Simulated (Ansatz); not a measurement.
C2H9NSi, SMILES `CC[SiH2]N`. The species carries charge 0 and has multiplicity 1.

Cartesian coordinates in Å:
```
C 0.5763 -1.7912 -0.5115
C 0.1582 -0.3479 -0.7773
Si -0.3055 0.5829 0.7779
N -0.7284 2.2096 0.3960
H -0.2337 -2.3623 -0.0497
H 0.8552 -2.3078 -1.4332
H 1.4338 -1.8411 0.1649
H -0.6934 -0.3089 -1.4643
H 0.9715 0.1961 -1.2728
H 0.8338 0.4405 1.7404
H -1.5044 -0.0157 1.4288
H -0.0502 2.8197 -0.0321
H -1.3132 2.7261 1.0328
```

What are the harmonic wavenumbers in cm⁻¹ at PBE0-D4/def2-TZVP (Ansatz, finite differences of forces, unscaled)? (Estimate.)

Computed: 78, 131, 186, 200, 325, 398, 505, 644, 687, 769, 824, 861, 931, 968, 985, 988, 1048, 1256, 1262, 1406, 1444, 1494, 1498, 1585, 2153, 2207, 3038, 3043, 3084, 3111, 3115, 3601, 3692.

Is this a minimum?

Yes, all 33 modes are real.

Give the ideal-gas thermochemistry at 298.15 K and 1 bar (rigid rotor, harmonic oscillator; point group C1, symmetry number 1).

Zero-point energy 284.2 kJ/mol; H(298) − E = 305.3 kJ/mol; entropy 336.4 J/(mol·K), of which translation 162.7, rotation 106.4, vibration 67.3; G(298) − E = 205.0 kJ/mol. Modes under 100 cm⁻¹ are hindered rotations or soft bends, so the harmonic entropy is rough.

And at 400, 500, 600, 800 and 1000 K?


```csv
T (K),H − E (kJ/mol),S (J/mol/K),G − E (kJ/mol)
400,317.8,372.4,168.9
500,332.5,405.1,130.0
600,349.2,435.5,87.9
800,387.3,490.1,-4.8
1000,430.4,538.0,-107.7
```
